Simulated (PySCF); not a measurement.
# Basis and Hamiltonian dependence of the excitation energy of Si⁺

Si⁺ [Ne] 3s2 3p1 (2P) → Si⁺ [Ne] 3s1 3p2, s spin flipped. All values are computed (PySCF 2.14, energy differences of UHF-based or UKS calculations, no spin-orbit coupling). Values in eV.

```json
{"basis": "x2c-TZVPPall", "Hamiltonian": "spin-free X2C", "functions": "42", "UHF": "8.740", "PBE": "7.314", "PBE0": "7.685", "MP2 (valence)": "8.085"}
{"basis": "x2c-TZVPPall with one added diffuse shell each of s, p, d type", "Hamiltonian": "spin-free X2C", "functions": "51", "UHF": "8.741", "PBE": "7.314", "PBE0": "7.685", "MP2 (valence)": "8.085"}
{"basis": "aug-cc-pCVTZ-DK", "Hamiltonian": "spin-free X2C", "functions": "75", "UHF": "8.747", "PBE": "7.320", "PBE0": "7.692", "MP2 (valence)": "8.096"}
{"basis": "def2-QZVPPD", "Hamiltonian": "non-relativistic", "functions": "76", "UHF": "8.678", "PBE": "7.253", "PBE0": "7.624", "MP2 (valence)": "8.012"}
{"basis": "aug-cc-pVQZ-DK", "Hamiltonian": "spin-free X2C", "functions": "84", "UHF": "8.734", "PBE": "7.321", "PBE0": "7.689", "MP2 (valence)": "8.069"}
{"basis": "aug-cc-pCVTZ-DK with one added diffuse shell each of s, p, d, f type", "Hamiltonian": "spin-free X2C", "functions": "91", "UHF": "8.747", "PBE": "7.320", "PBE0": "7.691", "MP2 (valence)": "8.096"}
{"basis": "dyall-acv3z", "Hamiltonian": "non-relativistic", "functions": "113", "UHF": "8.678", "PBE": "7.253", "PBE0": "7.623", "MP2 (valence)": "8.023"}
```

Task: Estimate the row for dyall-acv3z (spin-free X2C, 113 functions).

Result: From the rows with the same Hamiltonian and similar size; the calculation gives UHF 8.73; PBE 7.31; PBE0 7.68; MP2 (valence) 8.08 (eV).

Frozen in the all-electron rows: valence: [Ne].

In the upper determinant the s electron has its spin opposite to the other open shell, which mixes two multiplicities.
